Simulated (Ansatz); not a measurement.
Born–Oppenheimer molecular dynamics of Cl₄FHW (7 atoms, charge 0, multiplicity 1). It starts from a relaxed structure.

These are results of Ansatz, RKS B3LYP-D4/def2-SVP, not measurements.

```json
{
  "ensemble": "NVT, Nosé–Hoover chain",
  "time step": "1 fs",
  "steps asked": "300",
  "set temperature": "1000 K",
  "thermostat": "time constant 3 fs, chain length 1",
  "seed": "453272"
}
```

First frame:

```xyz
7
Properties=species:S:1:pos:R:3
W 0.000 0.115 -0.162
H 0.000 -0.220 1.509
Cl 2.252 0.115 0.266
Cl 0.000 2.389 0.035
Cl -2.252 0.115 0.266
F 0.000 -1.768 -0.098
Cl 0.000 -0.208 -2.486
```

**Question.** What does the run give?

**Answer.** The run went to its last step.

* steps done: 300
* time covered: 300 fs
* mean temperature over the second half: 997 K
* spread of the potential energy over the second half: 31.1 meV per atom
* mean potential energy of the second half above the start: 84.2 meV per atom

The conserved energy stayed within 0.23 meV per atom of its start (net change -0.0056 meV per atom), so the integration is sound. A run of 0.3 ps of so small a system gives no equilibrium averages.

**Question.** What happens to the structure?

**Answer.** The same pairs are bonded in the first frame and the last. Pairs count as bonded within 1.25 times the sum of covalent radii (0.12 Å more for H–H). This is one draw of velocities; another would differ in detail.

**Question.** How do temperature and energy run in time?

**Answer.** 
| time (fs) | T (K) | potential energy less start (eV) | conserved less start (meV/atom) |
| --- | --- | --- | --- |
| 0 | 1000 | 0.000 | 0.00 |
| 25 | 1076 | 0.631 | 0.11 |
| 50 | 978 | 0.556 | 0.07 |
| 75 | 959 | 0.548 | 0.09 |
| 100 | 898 | 0.273 | 0.03 |
| 125 | 968 | 0.566 | 0.11 |
| 150 | 942 | 0.788 | 0.09 |
| 175 | 1012 | 0.619 | 0.10 |
| 200 | 1051 | 0.317 | 0.04 |
| 225 | 1127 | 0.605 | 0.09 |
| 250 | 1084 | 0.413 | 0.03 |
| 275 | 1198 | 1.119 | 0.23 |
| 300 | 939 | 0.316 | -0.01 |

Run time: 30 min on 2 threads of Arm Neoverse V1, on a shared host, peak memory 0.35 GiB.
